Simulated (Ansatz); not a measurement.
`F[C]1(S)[O][AlH]1` and `F[CH]1[O][AlH]1` differ in one atom or group.

Ansatz, PBE0-D4/def2-TZVP geometries, multiplicity 1. Each molecule was computed in one conformer, which needn't be the lowest.

| property | `F[C]1(S)[O][AlH]1` |
| --- | --- |
| size of the dipole moment (PBE/def2-TZVPP) / D | 3.58 |
| HOMO–LUMO gap (PBE0/def2-TZVPP) / eV | 4.81 |
| HOMO–LUMO gap (PBE/def2-TZVPP) / eV | 2.95 |
| HOMO energy (PBE/def2-TZVPP) / eV | -5.28 |
| size of the dipole moment (ωB97M-V/def2-TZVPP) / D | 4.21 |
| LUMO energy (ωB97M-V/def2-TZVPP) / eV | 0.01 |

(1) What does the change do to each property? (Best estimate.)

Answers

(1) The calculation gave: 
```json
{"property": "size of the dipole moment (PBE/def2-TZVPP) / D", "`F[CH]1[O][AlH]1`": "2.95", "shift": "-0.63"}
{"property": "HOMO–LUMO gap (PBE0/def2-TZVPP) / eV", "`F[CH]1[O][AlH]1`": "5.09", "shift": "0.28"}
{"property": "HOMO–LUMO gap (PBE/def2-TZVPP) / eV", "`F[CH]1[O][AlH]1`": "3.12", "shift": "0.17"}
{"property": "HOMO energy (PBE/def2-TZVPP) / eV", "`F[CH]1[O][AlH]1`": "-5.35", "shift": "-0.07"}
{"property": "size of the dipole moment (ωB97M-V/def2-TZVPP) / D", "`F[CH]1[O][AlH]1`": "3.54", "shift": "-0.67"}
{"property": "LUMO energy (ωB97M-V/def2-TZVPP) / eV", "`F[CH]1[O][AlH]1`": "0.13", "shift": "0.12"}
```

With PBE0 the HOMO falls by 0.16 eV and the LUMO rises by 0.11 eV, so the gap widens by about 0.27 eV. PBE moves the HOMO by -0.07 eV and ωB97M-V by -0.24 eV. The zero-point energy changes by 2.8 kJ/mol with -3 modes. Dipoles are sizes alone; their direction can turn.
